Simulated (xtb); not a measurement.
xtb input for C₂H₇OSi, SMILES C[Si](C)O, multiplicity 2, GFN2-xTB. 

```
$ xtb mol.xyz --gfn 2 --sp --chrg 0 --uhf 1 --json
$ cat mol.xyz
11

C      1.56738585    -0.83838047    -0.08379877
Si    -0.00300638     0.10295338     0.42136120
C     -1.60872194    -0.79134128    -0.09293038
O      0.13099154     1.52934779    -0.39040380
H      2.45954433    -0.28802907     0.19551594
H      1.61168889    -1.81457599     0.38755852
H      1.58965924    -0.98039792    -1.16305724
H     -1.64641113    -0.90867268    -1.17590513
H     -2.49564346    -0.24205153     0.21082423
H     -1.66852773    -1.77987445     0.34914976
H     -0.60813669     2.11580234    -0.51953775
```

Output:

```
[banner left out]
          |                Calculation Setup                |
           -------------------------------------------------



           -------------------------------------------------
          |                 G F N 2 - x T B                 |
           -------------------------------------------------

        Reference                      10.1021/acs.jctc.8b01176
      * Hamiltonian:
        H0-scaling (s, p, d)           1.850000    2.230000    2.230000
        zeta-weighting                 0.500000
      * Dispersion:
        s8                             2.700000
        a1                             0.520000
        a2                             5.000000
        s9                             5.000000
      * Repulsion:
        kExp                           1.500000    1.000000
        rExp                           1.000000
      * Coulomb:
        alpha                          2.000000
        third order                    shell-resolved
        anisotropic                    true
        a3                             3.000000
        a5                             4.000000
        cn-shift                       1.200000
        cn-exp                         4.000000
        max-rad                        5.000000


          ...................................................
          :                      SETUP                      :
          :.................................................:
          :  # basis functions                  29          :
          :  # atomic orbitals                  28          :
          :  # shells                           16          :
          :  # electrons                        25          :
          :  max. iterations                   250          :
          :  Hamiltonian                  GFN2-xTB          :
          :  restarted?                      false          :
          :  GBSA solvation                  false          :
          :  PC potential                    false          :
          :  electronic temp.          300.0000000     K    :
          :  accuracy                    1.0000000          :
          :  -> integral cutoff          0.2500000E+02      :
          :  -> integral neglect         0.1000000E-07      :
          :  -> SCF convergence          0.1000000E-05 Eh   :
          :  -> wf. convergence          0.1000000E-03 e    :
          :  Broyden damping             0.4000000          :
          :  net charge                          0          :
          :  unpaired electrons                  1          :
          ...................................................

 iter      E             dE          RMSdq      gap      omega  full diag
   1    -13.7631741 -0.137632E+02  0.462E+00    3.73       0.0  T
   2    -13.7696418 -0.646764E-02  0.270E+00    3.83       1.0  T
   3    -13.7707190 -0.107728E-02  0.571E-01    3.97       1.0  T
   4    -13.7707543 -0.352669E-04  0.276E-01    3.99       1.0  T
   5    -13.7707737 -0.193563E-04  0.741E-02    3.99       1.0  T
   6    -13.7707782 -0.454462E-05  0.479E-02    3.99       1.0  T
   7    -13.7707784 -0.219859E-06  0.128E-02    3.99       2.4  T
   8    -13.7707788 -0.349409E-06  0.888E-03    3.99       3.4  T
   9    -13.7707788 -0.661379E-07  0.284E-03    3.99      10.6  T
  10    -13.7707788  0.814813E-09  0.130E-03    3.99      23.1  T
  11    -13.7707788 -0.299914E-08  0.444E-04    3.99      67.9  T
  12    -13.7707788 -0.344485E-09  0.213E-04    3.99     141.4  T

   *** convergence criteria satisfied after 12 iterations ***

         #    Occupation            Energy/Eh            Energy/eV
      -------------------------------------------------------------
         1        2.0000           -0.7345497             -19.9881
       ...           ...                  ...                  ...
         7        2.0000           -0.4663143             -12.6891
         8        2.0000           -0.4597123             -12.5094
         9        2.0000           -0.4563792             -12.4187
        10        2.0000           -0.4542917             -12.3619
        11        2.0000           -0.4447093             -12.1012
        12        2.0000           -0.3889601             -10.5841
        13        1.0000           -0.2721144              -7.4046 (HOMO)
        14                         -0.1256340              -3.4187 (LUMO)
        15                         -0.1191387              -3.2419
        16                         -0.0586751              -1.5966
        17                          0.0257859               0.7017
        18                          0.0313334               0.8526
       ...                                ...                  ...
        28                          0.7427687              20.2118
      -------------------------------------------------------------
                  HL-Gap            0.1464805 Eh            3.9859 eV
             Fermi-level           -0.2647057 Eh           -7.2030 eV

 SCC (total)                   0 d,  0 h,  0 min,  0.008 sec
 SCC setup                      ...        0 min,  0.000 sec (  2.633%)
 Dispersion                     ...        0 min,  0.000 sec (  1.054%)
 classical contributions        ...        0 min,  0.000 sec (  0.381%)
 integral evaluation            ...        0 min,  0.001 sec ( 13.024%)
 iterations                     ...        0 min,  0.004 sec ( 52.323%)
 molecular gradient             ...        0 min,  0.002 sec ( 26.470%)
 printout                       ...        0 min,  0.000 sec (  3.859%)

         :::::::::::::::::::::::::::::::::::::::::::::::::::::
         ::                     SUMMARY                     ::
         :::::::::::::::::::::::::::::::::::::::::::::::::::::
         :: total energy             -13.614131644640 Eh    ::
         :: gradient norm              0.000441990661 Eh/a0 ::
         :: HOMO-LUMO gap              3.985936473190 eV    ::
         ::.................................................::
         :: SCC energy               -13.770771756451 Eh    ::
         :: -> isotropic ES            0.035893451268 Eh    ::
         :: -> anisotropic ES          0.001587211831 Eh    ::
         :: -> anisotropic XC          0.004212511214 Eh    ::
         :: -> dispersion             -0.005525344736 Eh    ::
         :: repulsion energy           0.156640111811 Eh    ::
         :: add. restraining           0.000000000000 Eh    ::
         :: total charge               0.000000000000 e     ::
         :::::::::::::::::::::::::::::::::::::::::::::::::::::

           -------------------------------------------------
          |                Property Printout                |
           -------------------------------------------------

    * Orbital Energies and Occupations

         #    Occupation            Energy/Eh            Energy/eV
      -------------------------------------------------------------
         1        2.0000           -0.7345497             -19.9881
         2        2.0000           -0.6369215             -17.3315
         3        2.0000           -0.5672354             -15.4353
         4        2.0000           -0.5572991             -15.1649
         5        2.0000           -0.5173575             -14.0780
         6        2.0000           -0.4699643             -12.7884
         7        2.0000           -0.4663143             -12.6891
         8        2.0000           -0.4597123             -12.5094
         9        2.0000           -0.4563792             -12.4187
        10        2.0000           -0.4542917             -12.3619
        11        2.0000           -0.4447093             -12.1012
        12        2.0000           -0.3889601             -10.5841
        13        1.0000           -0.2721144              -7.4046 (HOMO)
        14                         -0.1256340              -3.4187 (LUMO)
        15                         -0.1191387              -3.2419
        16                         -0.0586751              -1.5966
        17                          0.0257859               0.7017
        18                          0.0313334               0.8526
        19                          0.1317851               3.5861
        20                          0.2021720               5.5014
        21                          0.2096492               5.7048
        22                          0.2252511               6.1294
        23                          0.2265992               6.1661
        24                          0.2519153               6.8550
       ...                                ...                  ...
        28                          0.7427687              20.2118
      -------------------------------------------------------------
                  HL-Gap            0.1464805 Eh            3.9859 eV
             Fermi-level           -0.2647057 Eh           -7.2030 eV

     #   Z          covCN         q      C6AA      α(0)
     1   6 C        3.650    -0.183    24.450     7.103
     2  14 Si       2.519     0.434   178.467    29.280
     3   6 C        3.648    -0.193    24.667     7.136
     4   8 O        1.575    -0.479    22.503     6.401
     5   1 H        0.925     0.027     2.630     2.536
     6   1 H        0.925     0.016     2.794     2.614
     7   1 H        0.925     0.028     2.613     2.528
     8   1 H        0.925     0.023     2.690     2.565
     9   1 H        0.925     0.017     2.778     2.606
    10   1 H        0.925     0.020     2.736     2.587
    11   1 H        0.808     0.290     0.751     1.361

 Mol. C6AA /au·bohr⁶  :       1454.697177
 Mol. C8AA /au·bohr⁸  :      48838.253415
 Mol. α(0) /au        :         66.715954


Wiberg/Mayer (AO) data.
largest (>0.10) Wiberg bond orders for each atom

 ---------------------------------------------------------------------------
     #   Z sym  total        # sym  WBO       # sym  WBO       # sym  WBO
 ---------------------------------------------------------------------------
     1   6 C    3.979 --     6 H    0.999     5 H    0.995     7 H    0.986
                             2 Si   0.889
     2  14 Si   2.995 --     4 O    1.182     1 C    0.889     3 C    0.882
     3   6 C    3.974 --    10 H    0.999     9 H    0.994     8 H    0.985
                             2 Si   0.882
     4   8 O    2.170 --     2 Si   1.182    11 H    0.894
     5   1 H    0.999 --     1 C    0.995
     6   1 H    1.000 --     1 C    0.999
     7   1 H    0.999 --     1 C    0.986
     8   1 H    0.999 --     3 C    0.985
     9   1 H    1.000 --     3 C    0.994
    10   1 H    1.000 --     3 C    0.999
    11   1 H    0.916 --     4 O    0.894
 ---------------------------------------------------------------------------

Topologies differ in total number of bonds
Writing topology from bond orders to xtbtopo.mol

molecular dipole:
                 x           y           z       tot (Debye)
 q only:       -0.366       0.200       0.406
   full:       -0.496       0.032      -0.176       1.339
molecular quadrupole (traceless):
                xx          xy          yy          xz          yz          zz
 q only:       -1.698      -2.574       0.693       0.565      -0.055       1.005
  q+dip:       -0.462      -3.300       1.080       0.830      -0.213      -0.618
   full:        0.045      -3.652       1.590       0.991      -0.123      -1.635


           -------------------------------------------------
          | TOTAL ENERGY              -13.614131644640 Eh   |
          | GRADIENT NORM               0.000441990661 Eh/α |
          | HOMO-LUMO GAP               3.985936473190 eV   |
           -------------------------------------------------

------------------------------------------------------------------------
------------------------------------------------------------------------
Note: The following floating-point exceptions are signalling: IEEE_UNDERFLOW_FLAG IEEE_DENORMAL
normal termination of xtb
 total:
 SCF:
```

The run converged.
